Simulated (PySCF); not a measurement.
# Correlation energy of Si (silicon, neutral)

[Ne] 3s2 3p2, high-spin 3P determinant. Computed with PySCF 2.14 in Sapporo-DZP-2012, with scalar relativity by spin-free X2C-1e. Frozen: [Ne]; 4 electrons correlated.

MP2 pair energies summed by pair of shells (mhartree):

| pair | energy | share (%) |
| --- | --- | --- |
| 3s-3p | -27.23 | 59.4 |
| 3s-3s | -13.67 | 29.8 |
| 3p-3p | -4.91 | 10.7 |

Total MP2 correlation energy: -45.81 mhartree.

Same-spin part -8.08 and opposite-spin part -37.73 mhartree; SCS-MP2 scales them by 1/3 and 6/5 to -47.97 mhartree.

```tsv
level	correlation energy (mhartree)
CCSD	-66.43
(T)	-1.09
CCSD(T)	-67.52
```

Diagnostics: T1 = 0.011, D1 = 0.0292, largest double amplitude 0.096.

Cost of the coupled-cluster step: 0.28 s of wall time on 1 thread of Neoverse-N1 (shared host), for 4 correlated electrons.
